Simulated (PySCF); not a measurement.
CH₆AlOSi, SMILES [CH3][Al+][O][SiH3], charge +1.

Geometry: PBE0-D3(BJ)/def2-SVP. The multiplicity is an assumed one; no other spin state was optimised. The isomer is the one that the SMILES or the coordinates give; other isomers of the formula were not compared. Other conformers were not sampled.

The numbers are results of PBE0-D3(BJ)/def2-SVP (PySCF), not measurements.

Frequencies are harmonic and unscaled.

A small imaginary wavenumber (i) marks a very flat motion, where grid noise or a shallow saddle decides the sign.

Modes within 1.5 cm⁻¹ of each other (mostly degenerate sets) share a row, with their intensities summed.

```csv
mode,ν (cm⁻¹),IR (km/mol),moving atoms (share of kinetic energy)
1,17i,0.0,H 100 %
2–3,81,0.3,"O 29 %, H 21 %, C 20 %, Al 18 %, Si 12 %"
4–5,181,83.2,"O 45 %, Al 38 %, H 13 %"
6,448,5.1,"Si 44 %, C 35 %, H 13 %, Al 8 %"
7–8,713,82.4,H 85 %
9,718,19.1,"Al 34 %, C 31 %, Si 13 %, O 13 %, H 8 %"
10–11,722,170.8,"H 79 %, C 16 %"
12–13,938,134.7,H 96 %
14,953,444.5,"H 89 %, Si 9 %"
15,1192,250.8,"O 45 %, H 34 %, Al 18 %"
16,1216,175.7,"H 53 %, O 23 %, C 15 %, Al 9 %"
17–18,1393,15.2,H 96 %
19,2282,28.3,H 99 %
20–21,2304,134.2,H 95 %
22,3056,21.9,H 97 %
23–24,3179,54.3,"H 90 %, C 10 %"
```
